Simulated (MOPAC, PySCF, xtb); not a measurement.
Approach curve of the dimer C2H2 ··· C4H5N (SMILES C#C and c1cc[nH]c1). Monomers: optimised at B3LYP-D3(BJ) (def2-TZVP), held rigid. Orientation: lowest of the rigid-body minima from ten starts at GFN2-xTB. R is the distance of the centres of mass, along which the second monomer moves. The table gives interaction energies.

```csv
R / Å,A,B,C
3.85,20.35,45.44,28.61
4.04,3.06,13.75,11.98
4.24,-4.36,-2.17,1.13
4.46,-6.51,-8.97,-4.62
4.69,-6.08,-10.69,-4.96
4.89,-5.03,-10.36,-3.83
5.13,-3.75,-9.07,-2.62
5.49,-2.34,-6.52,-1.56
5.92,-1.41,-3.88,-0.97
6.65,-0.68,-1.74,-0.54
7.64,-0.29,-0.85,-0.30
8.92,-0.11,-0.40,-0.16
```

Energies in kJ/mol.

Problem. Match the curves with the methods xtb 6.7.1 with GFN1-xTB; PM3, restricted, heats of formation in MOPAC 23.2.5; restricted Hartree-Fock/3-21G, no counterpoise correction in PySCF.

Solution. A is GFN1-xTB; B is RHF/3-21G; C is PM3.
